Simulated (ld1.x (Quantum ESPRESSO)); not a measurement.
# Transferability test, RRKJ potential for hafnium (Hf)

- Element: hafnium (Hf)
- Generator: ld1.x (Quantum ESPRESSO) 7.5
- Type: norm-conserving RRKJ (Kleinman–Bylander form)
- Functional: Wu–Cohen
- Relativity: scalar-relativistic
- Frozen core: [Kr] 4d10 4f14
- Valence charge: 12
- Reference configuration: 5s2 5p6 5d1 6s0 6p0 (charge +3)
- Partial waves: 5p (bound): rc 1.50 bohr; 5d (bound): rc 1.80 bohr; 5s (bound): rc 1.65 bohr
- Local potential: the s channel
- Core correction: none
- rho0: 0.005

Energies are relative to the spin-unpolarised reference configuration 5s2 5p6 5d1 6s0 6p0; without spin polarisation the order of configurations can differ from experiment.

```tsv
valence configuration	charge	ΔE all-electron (eV)	error AE − PS (meV)
5s2 5p6 5d2 6s2 6p0	0	-43.919	+1512
5s2 5p6 5d2 6s1 6p0	+1	-35.898	+941
5s2 5p6 5d2 6s0 6p0	+2	-21.768	+0.2
5s2 5p6 5d3 6s0 6p0	+1	-33.913	+8.5
5s2 5p6 5d1 6s2 6p1	0	-41.893	+1868
5s2 5p6 5d3 6s1 6p0	0	-41.313	+708
```

Q: What are ΔE and the potential's error for 5s2 5p5 5d2 6s2 6p0?

A: ΔE = -2.876 eV all-electron; the error (AE − PS) is +2494 meV.

Levels in the configuration 5s2 5p6 5d3 6s1 6p0:

| level | all-electron (eV) | pseudo (eV) |
| --- | --- | --- |
| 5s | -65.603 | -65.030 |
| 5p | -34.265 | -33.807 |
| 5d | -1.992 | -1.831 |
| 6s | -4.759 | -5.326 |
